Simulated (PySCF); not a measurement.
Calculated properties of `F[Si](F)F` (silicon trifluoride radical)

Compound: silicon trifluoride radical, SiF3 (doublet state).
Z-matrix (Å and degrees, PBE0-D3(BJ)/def2-SVP geometry), rows numbered from 1:
```
F 
Si  1  1.6080
F   2  1.6081  1  107.66
F   2  1.6080  1  107.72  3   115.92
```

**PBE0-D3(BJ)/def2-SVP geometry optimisation, gas phase (PySCF)**

```yaml
Point_group: C3v
Rotational_constants_A_B_C: 7.182, 7.175, 3.944 GHz
Dipole_moment: 1.42 D
```

**UKS B3LYP, IGLO-III on F Si, non-relativistic, mean-field spin-orbit, GIAO (PySCF)**

```yaml
Isotropic_g_value: 2.00056
Principal_g_values: 2.00000, 2.00000, 2.00168
Spin_squared_⟨S²⟩: 0.751
Largest_Mulliken_spin_population: 0.92 on Si2
Largest_isotropic_hyperfine_couplings_means_over_sets_of_like_nuclei: 29Si -1455.9 (Si2), 19F +348.0 (F1/F3/F4) MHz
```

Monoisotopic mass from the formula: 84.9721 u.

The rotational constants are those of an oblate symmetric top; the small spread among constants that symmetry makes equal is optimisation noise. At 9.50 GHz, hν = g·μB·B₀ (B₀ the magnetic field) puts the centre of the isotropic spectrum, to first order, at 339.3 mT. g_iso is shifted by about -1760 ppm from the free-electron value 2.002319; the principal values span 0.0017. With B = h/(8π²I), that is 505.379 GHz u Å² over I, the principal moments of inertia are 70.4, 70.4 and 128.1 u Å² (most abundant isotopes). The dipole matches unit charges of opposite sign 0.29 Å apart (1 e·Å = 4.8032 D). ⟨S²⟩ is 0.001 above the pure-spin value S(S + 1) = 0.75. Point group C3v permits a dipole; with 1.42 D the species has a pure rotational spectrum.

For the geometry optimisation (PBE0-D3(BJ)/def2-SVP), time: 20 s of wall time. Hardware: an Arm Neoverse V1 with one thread, on a shared host.
